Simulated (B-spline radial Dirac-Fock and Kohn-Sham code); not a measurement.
ΔSCF core binding energies without Breit or QED terms, calculated with a radial finite-basis atomic code.

A sound run for the free mercury atom, configuration 1s2 2s2 2p6 3s2 3p6 3d10 4s2 4p6 4d10 4f14 5s2 5p6 5d10 6s2: The ground state converged in 11 iterations, with total energy -19648.87252 Ha, virial ratio 1.86773 and highest orbital energy -8.93 eV. ΔSCF binding energies: K (1s) 83558.7 eV, L3 (2p3/2) 12326.4 eV, M5 (3d5/2) 2305.9 eV.

A second run, with one unsound setting: The ground state had not converged after 2 iterations, with total energy -19646.56294 Ha, virial ratio 1.87255 and highest orbital energy -14.52 eV. ΔSCF binding energies: K (1s) 83501.1 eV, L3 (2p3/2) 12267.0 eV, M5 (3d5/2) 2244.3 eV (not all states converged, so these are not final).

```
iter   energy (Ha)        error
   1   -19646.63806174  2.24e+00
   2   -19646.56293698  2.98e-01
```

Question: Which fault fits the second run best?
A. too few iterations
B. overfilled shell
C. functional not served
D. nuclear radius in wrong units

Answer: A. The input had maxit = 2: maxit ends the run before self-consistency.
